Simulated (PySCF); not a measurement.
H5AsSi, charge +1, doublet, at a GFN2-xTB geometry (a state made from the parent by changing its charge; the spin is typed, not shown lowest). Base run: PySCF with PBE/6-31G.

The PySCF input:
```python
from pyscf import gto, scf, dft, solvent

mol = gto.M(
    atom='''
Si   -1.70578597    0.09693792    0.27171974
As    0.82303552   -0.03022334   -0.18686976
H    -2.20519322   -0.78724594   -0.78498985
H    -1.91606100    1.53897246    0.11241023
H    -1.71599357   -0.43098508    1.64437696
H     1.17568006   -1.36070560    0.39024618
H     1.38239940    0.68020367    1.00058207
''',
    basis='6-31g',
    charge=1,
    spin=1,
    verbose=4,
)

mf = dft.UKS(mol)
mf.xc = 'pbe'
mf.kernel()
```

Variants of this job, named by their change:

| change | ΔE vs base (kJ/mol) |
|---|---|
| base | 0.00 |
| model = COSMO; solvent = chloroform | -178.3 |
| model = IEF-PCM; solvent = chloroform; vdw_scale = 1.4 | -170.2 |
| model = IEF-PCM; solvent = chloroform; lebedev_order = 41 | -197.1 |
| model = C-PCM; solvent = chloroform | -197.3 |
| model = IEF-PCM; solvent = chloroform; lebedev_order = 11 | -198.8 |
| model = ddCOSMO; solvent = chloroform | -193.5 |
| model = IEF-PCM; solvent = dimethylsulfoxide | -245.5 |
| model = SS(V)PE; solvent = chloroform | -189.4 |
| model = IEF-PCM; solvent = chloroform; vdw_scale = 1.1 | -217.2 |
| model = IEF-PCM; solvent = chloroform; vdw_scale = 1.0 | -245.5 |
| model = IEF-PCM; solvent = chloroform; r_probe = 0.5 | -161.5 |

The base is the gas phase, so ΔE is the electrostatic part of solvation at a fixed geometry, without cavity and dispersion terms.

Open shells are given as the SCF converged; they aren't shown to be the lowest states, and a large step between rows can be another state.
